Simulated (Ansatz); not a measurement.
`O[C]1([AlH2])CC1` + H₂O → `[OH][AlH2]` + `OC1CC1`  (formal hydrolysis of the Al–C bond)

Computed with Ansatz on PBE0-D4/def2-TZVP structures; ΔE is electronic, products minus reactants. CCSD(T)/CBS adds triple-zeta CCSD(T) − MP2 to the extrapolated MP2 energy (def2 sets, frozen cores). This one scheme is used for every species. Functionals use def2-TZVPP. One conformer a species, not always the lowest.

Is it downhill or uphill in electronic energy at CCSD(T)/CBS, and by how much? (An estimate is asked.)

Computed: Downhill: ΔE = -148.0 kJ/mol.

What do these levels give: PBE-D4, ωB97M-V, CCSD(T)/def2-TZVPP, SCS-MP2/def2-QZVPP, HF/CBS(def2), MP2/CBS(def2)? (Estimate.)

Computed: PBE-D4 -141.2, ωB97M-V -151.8, CCSD(T)/def2-TZVPP -151.7, SCS-MP2/def2-QZVPP -154.6, HF/CBS(def2) -173.5, MP2/CBS(def2) -149.0 kJ/mol.

Largest T1 diagnostic among the species: 0.012.

The D4 term adds +7.9 kJ/mol with B3LYP and +4.4 kJ/mol with PBE0; it sums over pairs of atoms, weighted by their polarisabilities, and B3LYP, whose exchange is more repulsive, gets the larger term. From PBE to PBE0 (25 % exact exchange), in def2-TZVPP and without D4, ΔE moves by −3.5 kJ/mol. In def2-TZVPP, CCSD(T) changes the Hartree–Fock value by +21.6 kJ/mol (the triples alone add +3.9 kJ/mol) and MP2 by +20.6 kJ/mol.

B3LYP here is the variant with VWN-RPA as its local correlation; programs differ in this.
